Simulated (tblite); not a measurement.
C4H9BN (doublet state).
Numbering: `[CH2:1][NH:2][BH:3][CH:4]1[CH2:5][CH2:6]1` (hydrogens: H7, H8 on C1; H9 on N2; H10 on B3; H11 on C4; H12, H13 on C5; H14, H15 on C6)

Computed with GFN2-xTB (tblite), gas phase: L-BFGS steps from a force-field or distance-geometry start until the largest atomic force falls under 0.01 eV/Å.

Step 115: E = -469.1282 eV
```
atom  x, y, z in Å  |  force x, y, z in eV/Å
C1      2.6865    0.4929    0.0068    0.040   0.009   0.031
N2      1.3589    0.2417   -0.0405    0.033  -0.041   0.056
B3      0.5759   -0.1122   -1.1556   -0.053   0.039  -0.018
C4     -0.9632   -0.3335   -0.9747    0.053  -0.012  -0.017
C5     -1.5482   -0.8894    0.3083    0.021   0.012   0.014
C6     -1.7798    0.5383   -0.0408    0.017  -0.037  -0.008
H7      3.2569    0.4489   -0.8982   -0.020  -0.012  -0.020
H8      3.1689    0.7137    0.9384   -0.023   0.015   0.026
H9      0.9082    0.3085    0.8657    0.008   0.017  -0.053
H10     1.1113   -0.2069   -2.1940   -0.047  -0.019  -0.010
H11    -1.4996   -0.6314   -1.8705   -0.018  -0.018   0.044
H12    -2.3780   -1.5792    0.2439    0.028   0.022  -0.036
H13    -0.8707   -1.1196    1.1198   -0.021  -0.010  -0.020
H14    -2.7681    0.8343   -0.3590   -0.007   0.018   0.000
H15    -1.2635    1.3018    0.5227   -0.012   0.016   0.013
```

Step 116: E = -469.1294 eV
```
atom  x, y, z in Å  |  force x, y, z in eV/Å
C1      2.6852    0.4945    0.0068    0.018   0.009   0.041
N2      1.3551    0.2521   -0.0432    0.067  -0.031   0.035
B3      0.5761   -0.1166   -1.1566   -0.022   0.027  -0.033
C4     -0.9628   -0.3302   -0.9769    0.008  -0.003   0.014
C5     -1.5482   -0.8958    0.3027    0.028   0.019  -0.008
C6     -1.7728    0.5360   -0.0314    0.017  -0.032  -0.020
H7      3.2605    0.4249   -0.8951   -0.037  -0.004   0.031
H8      3.1591    0.7390    0.9382   -0.022   0.003  -0.026
H9      0.8991    0.3425    0.8584    0.014   0.009  -0.056
H10     1.1166   -0.2329   -2.1912   -0.056  -0.015   0.010
H11    -1.5087   -0.6186   -1.8699    0.011  -0.013   0.024
H12    -2.3809   -1.5797    0.2283    0.009   0.003  -0.022
H13    -0.8707   -1.1399    1.1095   -0.013  -0.006  -0.009
H14    -2.7590    0.8412   -0.3469   -0.017   0.015   0.007
H15    -1.2531    1.2914    0.5397   -0.005   0.019   0.012
```

Problem. Estimate the geometry and energy of step 117. (The exact step hangs on the optimiser's Hessian estimate; all steps are aligned on step 116, rigid shifts and turns removed.)

Solution. E = -469.1300 eV, largest force 0.064 eV/Å
```
atom  x, y, z in Å  |  force x, y, z in eV/Å
C1      2.6873    0.4951    0.0073   -0.009  -0.014  -0.030
N2      1.3571    0.2549   -0.0456    0.052  -0.021   0.012
B3      0.5762   -0.1142   -1.1574   -0.013   0.013  -0.002
C4     -0.9607   -0.3301   -0.9754   -0.012   0.008   0.025
C5     -1.5483   -0.8972    0.3019    0.009  -0.020  -0.009
C6     -1.7706    0.5346   -0.0292   -0.007   0.015  -0.008
H7      3.2632    0.4112   -0.8935   -0.029   0.008   0.057
H8      3.1551    0.7481    0.9378    0.016   0.013   0.007
H9      0.8980    0.3533    0.8520   -0.003   0.010   0.000
H10     1.1137   -0.2332   -2.1900   -0.024  -0.021  -0.049
H11    -1.5097   -0.6186   -1.8655    0.015  -0.013  -0.015
H12    -2.3815   -1.5801    0.2198    0.006   0.005  -0.011
H13    -0.8760   -1.1475    1.1100    0.013   0.000   0.007
H14    -2.7565    0.8423   -0.3440   -0.011   0.010   0.005
H15    -1.2517    1.2894    0.5441   -0.003   0.007   0.009
```

The energy changes by -0.0007 eV. The first-order estimate −F·Δx gives -0.0013 eV and the mean of the old and new forces, exact on a quadratic surface, -0.0007 eV. The step makes an angle of 73° with the force vector and moves no atom by more than 0.014 Å.

What follows is the cost of the whole relaxation. On Arm Neoverse V2, one thread, on a shared host, this took 0.45 s of wall time.
